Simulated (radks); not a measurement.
Q: These are the eigenvalues of the occupied orbitals of an atom or ion with whole-number occupations (hartree). Method: scalar-relativistic Kohn-Sham, LDA (Slater exchange, Perdew-Wang correlation), spin-polarised, spherical densities, finite nucleus; Fermi nuclear charge, rms radius of each element as measured or else 0.836 A^(1/3) + 0.57 fm; computed with a radial shooting solver on a logarithmic mesh with Libxc functionals.

1s up: -217.0427
1s down: -217.0426
2s up: -25.95840
2s down: -25.90463
2p up: -22.08465
2p down: -22.04292
3s up: -4.17591
3s down: -4.05340
3p up: -3.12308
3p down: -3.00346
3d up: -1.49239

Which element is it, and in what charge state? The configuration may be excited. Open shells, if any, are filled with parallel spins first.

A: Z = 24, chromium, charge +3: Cr3+ in [Ar] 3d3. The list shows which subshells hold electrons but not how many an open one holds; the 1s level, -217.04 hartree, gives Z - s = 20.8 by -(Z - s)^2/2, which with screening and relativity narrows Z to a few neighbours, and the depths of the outer levels then fix element, charge and occupations together.
